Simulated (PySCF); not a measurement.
## Fine-structure interval of Rh²⁸⁺ by level of theory

Rh²⁸⁺ [Ne] 3s2 3p5 [3p1/2^2 3p3/2^3, M_J = 3/2] → Rh²⁸⁺ [Ne] 3s2 3p5 [3p1/2^1 3p3/2^4, M_J = 1/2], as a difference of total energies. Calculation: PySCF 2.14, in an even-tempered Gaussian basis (19 s from 4.3 bohr⁻², ratio 2.4; 14 p from 5.6 bohr⁻², ratio 2.4; 5 d from 23 bohr⁻², ratio 2.6; 4 f from 35 bohr⁻², ratio 2.6); the two-component X2C-1e Hamiltonian. Correlated levels: 1s2 frozen; the 56 highest virtual spinors dropped. "Screened" scales the spin-orbit matrix elements by Boettger's factors to mimic the two-electron term; Breit and QED terms are absent.

```json
{"method": "GHF (screened spin-orbit)", "fine-structure interval (cm⁻¹)": "267870"}
{"method": "GMP2 (screened spin-orbit)", "fine-structure interval (cm⁻¹)": "269190"}
{"method": "GHF (bare spin-orbit)", "fine-structure interval (cm⁻¹)": "280820"}
```
